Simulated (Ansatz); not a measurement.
Species: C₅H₁₁O, charge 0, multiplicity 2. It need not be the lowest isomer of its formula. 
Coordinates optimised at B3LYP-D3(BJ)/def2-TZVP (Ansatz, a first-principles code):
SMILES: [CH2]CC[C@H](C)O
```xyz
17

C     -2.7709    -0.5215    -0.3973
C     -1.5723     0.0597     0.2560
C     -0.2921    -0.1005    -0.5660
C      0.9471     0.4499     0.1219
C      2.1850     0.3614    -0.7596
O      1.1223    -0.3025     1.3283
H     -3.7667    -0.2141    -0.1089
H     -2.6794    -1.3651    -1.0691
H     -1.4071    -0.4081     1.2377
H     -1.7413     1.1216     0.4721
H     -0.4097     0.4043    -1.5287
H     -0.1237    -1.1610    -0.7791
H      0.7653     1.5036     0.3792
H      3.0647     0.7486    -0.2389
H      2.0558     0.9463    -1.6727
H      2.3801    -0.6768    -1.0349
H      1.9026     0.0269     1.7863
```
Charge 0, spin multiplicity 2.

Parts of the frozen-core correlation energy in cc-pwCVTZ (Ansatz, hartree). Frozen orbitals: 6; correlated occupied orbitals by spin: 19 and 18; virtual: 387 and 388. Open shells are spin-unrestricted. No spin-orbit coupling. No relativistic terms.

```json
[
 {"term": "reference (HF)", "value": "-270.65923"},
 {"term": "MP2 opposite-spin", "value": "___"},
 {"term": "MP2 same-spin", "value": "-0.25410"},
 {"term": "CCSD correlation", "value": "___"},
 {"term": "(T)", "value": "___"},
 {"term": "T1 diagnostic", "value": "0.010"},
 {"term": "largest doubles amplitude", "value": "0.009"},
 {"term": "<S^2> of the reference", "value": "0.763"}
]
```

**Question.** Complete the blanks.

**Answer.** 
- MP2 opposite-spin, value: -0.84832
- CCSD correlation, value: -1.15915
- (T), value: -0.04530
